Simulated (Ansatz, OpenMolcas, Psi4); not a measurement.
InHCl (SMILES [Cl][InH]): the vertical energy of the quartet above the doublet, rung by rung

InHCl has 3 atoms, charge 0, and is taken as a doublet. SMILES: `[Cl][InH]`. Geometry: relaxed at PBE0-D4/def2-TZVP.

```xyz
3

Cl   -1.6498    0.3968   -0.8674
In    0.4095    0.5424    0.2861
H     1.2294   -1.0039    0.5681
```

Quantity: the vertical energy of the quartet above the doublet, in eV. The values are calculated.

```
                                                                   level                    kind     program  value (eV)  CPU time (all runs)
                                    U-revPBE/def2-TZVPP (core potential)                     GGA  OpenMolcas        4.81              1.8 min
                                       UBLYP/def2-TZVPP (core potential)                     GGA  OpenMolcas        4.92              1.8 min
                                        UPBE/def2-TZVPP (core potential)                     GGA  OpenMolcas        4.82                2 min
                                     UM06-2X/def2-TZVPP (core potential)         hybrid meta-GGA        Psi4        5.07                2 min
                                  UCAM-B3LYP/def2-TZVPP (core potential)  range-separated hybrid        Psi4        5.10              1.7 min
UDSD-PBEP86/def2-TZVPP (core potential, density fitting for correlation)           double hybrid        Psi4        5.03                 41 s
                                    RPA@PBE0/def2-TZVPP (core potential)                     RPA      Ansatz        4.88                 44 s
                                       UCCSD/def2-TZVPP (core potential)   coupled cluster or CI      Ansatz        5.06                 85 s
                                                              FCI/STO-3G      exact in the basis      Ansatz        5.50                5.5 s
```

All-electron rows without a relativistic Hamiltonian named are non-relativistic, while core potentials hold scalar relativity, so basis and relativity change together. Spin-orbit coupling, which can split open shells on such heavy atoms by tenths of an eV, is left out. The values span 4.81 to 5.50 eV. High-level rows in very small sets aren't better than simpler rows in larger ones. In the correlated wave-function rows the outer d shell of In is correlated, in sets not made for it. The upper state's dipole differs much between rows, so they may not all be the same state. CPU times are rough (shared hosts, several kinds of processor and program).
